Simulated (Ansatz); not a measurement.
```xyz
4

N     0.0000    0.0000    0.1119
H     0.8610    0.0000   -0.2610
H    -0.4305    0.7456   -0.2610
H    -0.4305   -0.7456   -0.2610
```

Basis set: def2-TZVP (spherical functions). Correlated methods keep 1 orbital frozen. Charge 0, multiplicity 1.

Computed with Ansatz (development build ahead of 0.2.0); each method stands on the lowest determinant of its kind that the runs found. Restricted open shells among the atoms or ions are ROHF, correlated in semicanonical orbitals with singles.

Problem. Give the atomization energy at this shape (free ground-state atoms in the same class of orbitals less the molecule, no zero-point energy) of singlet NH₃ by RHF-MP2, RHF.

Solution.

```csv
method,atomization energy
RHF-MP2,11.71 eV
RHF,8.36 eV
```

Caution: the shape is not the minimum.
